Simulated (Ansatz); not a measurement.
`[F][GeH2][NH][GeH3]` + `[SiH3]S` → `[SiH3][S][GeH3]` + `[NH2][GeH2][F]` at 400 K and 1 bar (ligand exchange at a Ge–N bond).

Program: Ansatz. Geometries: PBE0-D4/def2-TZVP. ΔE: electronic, gas phase. CCSD(T)/CBS adds triple-zeta CCSD(T) − MP2 to the extrapolated MP2 energy (def2 sets, frozen cores). For Ge outer-core shells are correlated without core-valence functions, which leaves a few kJ/mol of doubt a bond. Scalar relativity is left out up to krypton. One conformer a species, not always the lowest.

```
              species  CCSD(T)/CBS energy (Eh)  H − E (kJ/mol)  S (J/(mol·K))
`[F][GeH2][NH][GeH3]`              -4310.37685           186.0          404.5
            `[SiH3]S`               -689.27336           109.8          293.0
    `[SiH3][S][GeH3]`              -2766.60510           163.4          384.4
     `[NH2][GeH2][F]`              -2233.06137           139.7          319.2
```

H − E and S are ideal-gas, rigid-rotor, harmonic terms from PBE0-D4/def2-TZVP, for one conformer and one mirror image of each species. 1 Eh = 2625.50 kJ/mol, R = 8.31446 J/(mol·K).

**Question.** By hand: ΔE, ΔH, ΔS and ΔG.

**Answer.** ΔE = (-2766.60510) + (-2233.06137) − (-4310.37685) − (-689.27336) = -0.01626 Eh = -42.7 kJ/mol. Δ(H − E) = 163.4 + 139.7 − 186.0 − 109.8 = 7.3, so ΔH = -35.4 kJ/mol. ΔS = 384.4 + 319.2 − 404.5 − 293.0 = 6.1 J/(mol·K). ΔG = -35.4 − 400 × (6.1)/1000 = -37.8 kJ/mol.

**Question.** By hand: the equilibrium constant, and the temperature at which ΔG would vanish if ΔH and ΔS stayed fixed.

**Answer.** log₁₀ K = −ΔG/(RT ln 10) = 4.9. ΔH and −TΔS have one sign here, so there is no such temperature.

The number of gas molecules stays the same, so ΔS is small and ΔH decides. A doubt of 5 kJ/mol in ΔE shifts log₁₀ K by 0.7 here. Other conformers and mirror images would add mixing entropy, several J/(mol·K) or more a flexible species. Modes under 60 cm⁻¹, often nearly free rotors, make the harmonic entropy too high. These are equilibria of isolated gas molecules and say nothing of rates. Largest T1 diagnostic: 0.012 (customary marks: 0.02 for closed shells, 0.045 for open ones).

ΔS is within the doubt of such terms, so its sign, and with it that verdict, could turn.
